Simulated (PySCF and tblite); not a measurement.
C5H10O2, numbered as in [CH3:1][C:2]([CH3:3])([CH3:4])[C:5](=[O:6])[OH:7].

Geometries GFN2-xTB; weights from PBE0-D3(BJ)/pcSseg-1 (IEF-PCM, chloroform) energies and GFN2-xTB thermal corrections, with symmetry numbers and mirror pairs. Conformers within 5 kcal/mol (GFN2-xTB free energy) were kept, 10 at most. GIAO shieldings: PBE0/pcSseg-1 (IEF-PCM, chloroform). Shifts are against TMS (¹H), TMS (¹³C) at the same level. (PySCF 2.14, tblite 0.8.)

Torsions listed: C1–C2–C5–O7, O6–C5–O7–H7.

```csv
conformer,shape,weight %,dipole D
1,"180°, 0°",100.0,2.12
```

Question: How do the computed shifts compare with measured ones?

Answer: 
```tsv
nucleus	signal	leading conformer	average	measured	medium
¹H	H1/H3/H4	1.31	1.31	1.23	not stated per compound (mostly CDCl3 or CCl4)
¹³C	C1/C3/C4	29.2	29.2	27.1	not stated per compound (mostly CDCl3 or CCl4)
¹³C	C2	41.6	41.6	38.7	not stated per compound (mostly CDCl3 or CCl4)
```

Measured values: Pretsch, Buehlmann, Badertscher, Structure Determination of Organic Compounds, 4th ed. (2009). Mean difference for ¹³C: 2.50 ppm, scatter 0.40 ppm. The computed shifts are unscaled and lack vibrational corrections.
